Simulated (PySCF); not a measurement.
# Hf³⁺: fine-structure interval

Hf³⁺ [Xe] 4f14 5d1 [5d3/2^1, M_J = 3/2] → Hf³⁺ [Xe] 4f14 5d1 [5d5/2^1, M_J = 5/2], as a difference of total energies. All numbers are calculated (PySCF 2.14, the two-component X2C-1e Hamiltonian, in x2c-QZVPPall-2c). Correlated levels: [Kr] 4d10 4f14 frozen; the 58 highest virtual spinors dropped. "Screened" scales the spin-orbit matrix elements by Boettger's factors to mimic the two-electron term; Breit and QED terms are absent.

```csv
method,fine-structure interval (cm⁻¹)
GHF (screened spin-orbit),4353.6
GMP2 (screened spin-orbit),4699.4
GHF (bare spin-orbit),5087.8
```
